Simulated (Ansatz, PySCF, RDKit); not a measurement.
N2 (SMILES N#N) and H2S (SMILES S) are pulled apart as rigid monomers along the line of their centres of mass, from the B3LYP-D3(BJ)/def2-TZVP minimum. Starting geometry (charge 0, multiplicity 1):
| atom | x (Å) | y (Å) | z (Å) |
|---|---|---|---|
| N | 0.4077 | -0.8573 | -0.5943 |
| N | 0.1869 | 0.0719 | -0.0674 |
| S | -0.3678 | 0.4429 | 3.6621 |
| H | -0.4159 | 1.0436 | 2.4629 |
| H | 0.9579 | 0.6268 | 3.7671 |

Interaction energies with rigid monomers; basis-set methods are counterpoise corrected unless marked otherwise.

Rows in 6-31G* carry no dispersion term and start afresh at each structure (6-31G* with six Cartesian d functions). MP2/6-31G* freezes PySCF's default core.

Programs: Ansatz (a first-principles code); PySCF for 6-31G* rows; RDKit for the force fields. Each number belongs to the level named beside it.

```tsv
N2···H4 (Å)	MMFF94 (meV)	HF/6-31G* (meV)	HF/aug-cc-pV(D+d)Z (meV)	M06-2X/6-31G* (no counterpoise) (meV)	MP2/6-31G* (meV)
2.50	4.1	51.1	54.9	-21.4	___
2.78	-8.1	13.3	16.2	-28.7	-8.5
3.19	-9.2	-2.3	-0.8	-23.2	-14.4
3.88	-4.8	-3.8	___	-10.9	-8.8
4.98	-1.4	-1.7	-1.5	-2.1	-3.3
```

**Question.** Complete the blanks.

**Answer.** 
- 2.50, MP2/6-31G* (meV): 18.0
- 3.88, HF/aug-cc-pV(D+d)Z (meV): -3.2
